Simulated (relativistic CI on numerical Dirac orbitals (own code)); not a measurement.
**Crystal-field levels of Rh3+, 4d6**

Calculated by Dirac-Coulomb-Breit CI, separate exchange-only KLI orbitals for each configuration, a model potential for QED, valence Slater integrals scaled by 0.8, one configuration in a parametric crystal field (own radial code).

Field parameters in Wybourne normalisation: Oh B⁴₀ = 21Dq, B⁴₄ = √(5/14) B⁴₀. The field is a parameter set, without covalency.

S is read from ⟨S²⟩ = S(S + 1).

Levels (cm⁻¹, degeneracy): 0 (1), 34948 (2), 35060 (3), 35867 (3), 36523 (1), 40231 (3), 40872 (2), 41639 (3), 42065 (1), 42620 (3), 53101 (3), 60495 (3).

Problem. Which field gives this pattern?
A. Oh, 10Dq = 29900 cm⁻¹
B. Oh, 10Dq = 39500 cm⁻¹
C. Oh, 10Dq = 44250 cm⁻¹
D. Oh, 10Dq = 25100 cm⁻¹

Solution. C. Oh, 10Dq = 44250 cm⁻¹, ground level with S = 0.02.
